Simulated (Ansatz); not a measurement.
`O[SiH]([SiH3])[TeH]` + H–F → `O[SiH](F)[TeH]` + SiH₄ at 298.15 K and 1 bar (cleavage of the Si–Si bond).

Isolated molecules relaxed with PBE0-D4/def2-TZVP in Ansatz; ΔE leaves out vibrations. CBS: MP2 limit from def2 TZ/QZ plus the TZ coupled-cluster correction, frozen cores. This one scheme is used for every species. Elements past krypton have def2 core potentials. For Te outer-core shells are correlated without core-valence functions, which leaves a few kJ/mol of doubt a bond. Each species was taken in one conformer, which may not be the lowest.

```
              species  CCSD(T)/CBS energy (Eh)  H − E (kJ/mol)  S (J/(mol·K))
`O[SiH]([SiH3])[TeH]`               -924.72516           169.4          389.3
                  H–F               -100.39570            33.5          173.6
     `O[SiH](F)[TeH]`               -733.71271           107.1          345.2
                 SiH₄               -291.46306            92.1          204.8
```

H − E and S are ideal-gas, rigid-rotor, harmonic terms from PBE0-D4/def2-TZVP, for one conformer and one mirror image of each species. 1 Eh = 2625.50 kJ/mol, R = 8.31446 J/(mol·K).

By hand: ΔE, ΔH, ΔS and ΔG.

ΔE = (-733.71271) + (-291.46306) − (-924.72516) − (-100.39570) = -0.05491 Eh = -144.2 kJ/mol. Δ(H − E) = 107.1 + 92.1 − 169.4 − 33.5 = -3.7, so ΔH = -147.9 kJ/mol. ΔS = 345.2 + 204.8 − 389.3 − 173.6 = -12.9 J/(mol·K). ΔG = -147.9 − 298.15 × (-12.9)/1000 = -144.1 kJ/mol.

By hand: the equilibrium constant, and the temperature at which ΔG would vanish if ΔH and ΔS stayed fixed.

log₁₀ K = −ΔG/(RT ln 10) = 25.2. ΔG = 0 at ΔH/ΔS = 11465 K, far beyond where these terms or the molecules hold.

The number of gas molecules stays the same, so ΔS is small and ΔH decides. A doubt of 5 kJ/mol in ΔE shifts log₁₀ K by 0.9 here. Other conformers and mirror images would add mixing entropy, several J/(mol·K) or more a flexible species. These are equilibria of isolated gas molecules and say nothing of rates. Largest T1 diagnostic: 0.012 (customary marks: 0.02 for closed shells, 0.045 for open ones).
